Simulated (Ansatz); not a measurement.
Basis-set extrapolation for `CS[C@H]1O[Si@@H]1Cl` (PBE0-D4/def2-TZVP geometry, frozen core, Ansatz). Multiplicity 1, RHF reference.

|  | def2-TZVPP | def2-QZVPP |
| --- | --- | --- |
| HF | -1299.602319 | -1299.643014 |
| MP2 correlation | -1.053947 | -1.139375 |
| CCSD(T) correlation | -1.156435 | not run |

Energies in hartree. Use E(X) = E(∞) + A·exp(−7.88·√X) for Hartree–Fock and E(X) = E(∞) + B·X^(−2.97) for correlation, with X = 3 and 4, and add CCSD(T) minus MP2 of the smaller set to the MP2 limit.

Q: What is the CCSD(T) energy at the basis-set limit?

A: HF limit: -1299.643014 + (-0.040695) × 0.13774 = -1299.64862. MP2 limit: -1.139375 + (-0.085428) × 0.74074 = -1.20265. Higher-order term: -1.156435 − (-1.053947) = -0.10249. Total: -1300.95376 hartree, 512.0 kJ/mol below CCSD(T)/def2-TZVPP.
